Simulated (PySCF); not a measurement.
F4Se, triplet, geometry from GFN2-xTB (a higher spin typed on purpose: for a closed-shell molecule this is an excited state); PBE/STO-3G run with PySCF.

The PySCF input:
```python
from pyscf import gto, scf, dft

mol = gto.Mole()
mol.atom = '''
    Se    0.000000   -0.000000    0.000000
    F     1.112814    1.521769   -0.007870
    F     1.521789   -1.112795    0.006445
    F    -1.112814   -1.521769    0.007870
    F    -1.521789    1.112795   -0.006445
'''
mol.basis = 'sto-3g'
mol.charge = 0
mol.spin = 2
mol.verbose = 4
mol.build()

mf = dft.UKS(mol)
mf.xc = 'pbe'
mf.grids.atom_grid = (99, 590)
mf.grids.prune = None
mf.kernel()
```

The log (banner, timings and long lists left out):

```
PySCF version 2.14.0

[INPUT] verbose = 4
[INPUT] num. atoms = 5
[INPUT] num. electrons = 70
[INPUT] charge = 0
[INPUT] spin (= nelec alpha-beta = 2S) = 2
[INPUT] symmetry False subgroup None
[INPUT] Mole.unit = angstrom
[INPUT] Symbol           X                Y                Z      unit          X                Y                Z       unit  Magmom
[INPUT]  1 Se     0.000000000000   0.000000000000   0.000000000000 AA    0.000000000000   0.000000000000   0.000000000000 Bohr   0.0
[INPUT]  2 F      1.112814000000   1.521769000000  -0.007870000000 AA    2.102913687582   2.875726634853  -0.014872144600 Bohr   0.0
[INPUT]  3 F      1.521789000000  -1.112795000000   0.006445000000 AA    2.875764429376  -2.102877782785   0.012179284873 Bohr   0.0
[INPUT]  4 F     -1.112814000000  -1.521769000000   0.007870000000 AA   -2.102913687582  -2.875726634853   0.014872144600 Bohr   0.0
[INPUT]  5 F     -1.521789000000   1.112795000000  -0.006445000000 AA   -2.875764429376   2.102877782785  -0.012179284873 Bohr   0.0

nuclear repulsion = 430.610678207098
number of shells = 20
number of NR pGTOs = 114
number of NR cGTOs = 38
basis = sto-3g
ecp = {}

******** <class 'pyscf.dft.uks.UKS'> ********
method = UKS
initial guess = minao
damping factor = 0
level_shift factor = 0
DIIS = <class 'pyscf.scf.diis.CDIIS'>
diis_start_cycle = 1
diis_space = 8
diis_damp = 0
SCF conv_tol = 1e-09
SCF conv_tol_grad = None
SCF max_cycles = 50
direct_scf = True
direct_scf_tol = 1e-13
number electrons alpha = 36  beta = 34
XC library pyscf.dft.libxc version 7.1.2
    S. Lehtola, C. Steigemann, M. J. T. Oliveira, and M. A. L. Marques,  SoftwareX 7, 1–5 (2018)
XC functionals = pbe
    J. P. Perdew, K. Burke, and M. Ernzerhof,  Phys. Rev. Lett. 77, 3865 (1996)
    J. P. Perdew, K. Burke, and M. Ernzerhof,  Phys. Rev. Lett. 78, 1396 (1997)
    J. P. Perdew, K. Burke, and M. Ernzerhof,  Phys. Rev. Lett. 77, 3865 (1996)
    J. P. Perdew, K. Burke, and M. Ernzerhof,  Phys. Rev. Lett. 78, 1396 (1997)
radial grids:
    Treutler-Ahlrichs [JCP 102, 346 (1995); DOI:10.1063/1.469408] (M4) radial grids

becke partition: Becke, JCP 88, 2547 (1988); DOI:10.1063/1.454033
pruning grids: None
grids dens level: 3
symmetrized grids: False
atomic radii adjust function: <function treutler_atomic_radii_adjust>
User specified grid scheme (99, 590)
small_rho_cutoff = 0
Set gradient conv threshold to 3.16228e-05
tot grids = 292056
init E= -2764.61451212486

cycle= 1 E= -2767.37962886275  delta_E= -2.77  |g|= 0.187  |ddm|= 2.24
cycle= 2 E= -2767.35588091261  delta_E= 0.0237  |g|= 0.229  |ddm|= 0.753
cycle= 3 E= -2767.41044154207  delta_E= -0.0546  |g|= 0.0181  |ddm|= 0.472
cycle= 4 E= -2767.41077610242  delta_E= -0.000335  |g|= 0.000531  |ddm|= 0.0353
cycle= 5 E= -2767.4107766897  delta_E= -5.87e-07  |g|= 9.35e-05  |ddm|= 0.002
cycle= 6 E= -2767.41077668305  delta_E= 6.65e-09  |g|= 0.000141  |ddm|= 0.000412
cycle= 7 E= -2767.41077669661  delta_E= -1.36e-08  |g|= 7.75e-05  |ddm|= 0.000402
cycle= 8 E= -2767.41077670251  delta_E= -5.9e-09  |g|= 3.4e-07  |ddm|= 0.000144
cycle= 9 E= -2767.41077670251  delta_E= 9.09e-13  |g|= 2.17e-09  |ddm|= 6.89e-07
Extra cycle  E= -2767.4107767025  delta_E= 2.27e-12  |g|= 3.75e-09  |ddm|= 1.42e-08
converged SCF energy = -2767.4107767025  <S^2> = 2.0029594  2S+1 = 3.0019723
```
